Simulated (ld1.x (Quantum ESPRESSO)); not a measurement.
Transferability test, TM potential for Li

| Quantity | Value |
| --- | --- |
| Element | Li (Z = 3) |
| Generator | ld1.x (Quantum ESPRESSO) 7.5 |
| Type | norm-conserving Troullier–Martins (Kleinman–Bylander form) |
| Functional | LDA (PZ) |
| Relativity | non-relativistic |
| Frozen core | none |
| Valence charge | 3 |
| Reference configuration | 1s2 2s0.5 2p0.5 |
| Partial waves | 1s (bound): rc 0.45 bohr; 2p (bound): rc 4.20 bohr; 3d channel at 0.45 Ry: rc 3.55 bohr |
| Local potential | all-electron potential smoothed inside 2.35 bohr (lloc = -1) |
| Core correction | none |

Occupied shells without a wave of their own: 2s. They enter only through the test configuration that unscreens the potential.

Energies are relative to the spin-unpolarised reference configuration 1s2 2s0.5 2p0.5; without spin polarisation the order of configurations can differ from experiment. Spin-polarised rows fill each open shell by Hund’s rule, majority spin first.

```
           valence configuration  charge  ΔE all-electron (eV)  error AE − PS (meV)
                     1s2 2s1 2p0       0                -0.875                 -121
                     1s2 2s0 2p0      +1                 4.364                 +200
                   1s2 2s0.5 2p0    +0.5                 1.170                 -0.3
                     1s1 2s1 2p0      +1                66.497                 -792
                     1s2 2s0 2p1       0                 0.879                 +125
1s2 2s0.5 2p0.5 (spin-polarised)       0                -0.198                 -3.7
```

What are ΔE and the potential's error for 1s2 2s1 2p0 (spin-polarised)?

ΔE = -1.108 eV all-electron; the error (AE − PS) is -133 meV.

The 2s level has no wave, so the channel is fitted at the deeper level alone: the likely source of the large errors.
